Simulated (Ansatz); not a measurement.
`C=[C](Cl)[AlH][F]` + H₂ → `C=CCl` + `[F][AlH2]` at 500 K and 1 bar (hydrogenolysis of a C–Al bond).

Program: Ansatz. Geometries: PBE0-D4/def2-TZVP. ΔE: electronic, gas phase. CCSD(T)/CBS adds triple-zeta CCSD(T) − MP2 to the extrapolated MP2 energy (def2 sets, frozen cores). This one scheme is used for every species. Each species was taken in one conformer, which may not be the lowest.

| species | CCSD(T)/CBS energy (Eh) | H − E (kJ/mol) | S (J/(mol·K)) |
| --- | --- | --- | --- |
| `C=[C](Cl)[AlH][F]` | -879.54815 | 153.2 | 402.3 |
| H₂ | -1.17544 | 41.0 | 145.5 |
| `C=CCl` | -537.65823 | 136.9 | 295.8 |
| `[F][AlH2]` | -343.06661 | 62.3 | 268.8 |

H − E and S are ideal-gas, rigid-rotor, harmonic terms from PBE0-D4/def2-TZVP, for one conformer and one mirror image of each species. The MP2-based limit puts H₂ 0.8 mEh under its directly extrapolated value; such offsets cancel only in part. 1 Eh = 2625.50 kJ/mol, R = 8.31446 J/(mol·K).

Problem. By hand: ΔE, ΔH, ΔS and ΔG.

Solution. ΔE = (-537.65823) + (-343.06661) − (-879.54815) − (-1.17544) = -0.00125 Eh = -3.3 kJ/mol. Δ(H − E) = 136.9 + 62.3 − 153.2 − 41.0 = 5.0, so ΔH = 1.7 kJ/mol. ΔS = 295.8 + 268.8 − 402.3 − 145.5 = 16.8 J/(mol·K). ΔG = 1.7 − 500 × (16.8)/1000 = -6.7 kJ/mol.

Problem. By hand: the equilibrium constant, and the temperature at which ΔG would vanish if ΔH and ΔS stayed fixed.

Solution. log₁₀ K = −ΔG/(RT ln 10) = 0.7. ΔG = 0 at ΔH/ΔS = 101 K, though so small a ΔH makes that figure unsure.

TΔS isn't small against ΔH here. A doubt of 5 kJ/mol in ΔE shifts log₁₀ K by 0.5 here. Other conformers and mirror images would add mixing entropy, several J/(mol·K) or more a flexible species. These are equilibria of isolated gas molecules and say nothing of rates. Largest T1 diagnostic: 0.012 (customary marks: 0.02 for closed shells, 0.045 for open ones).
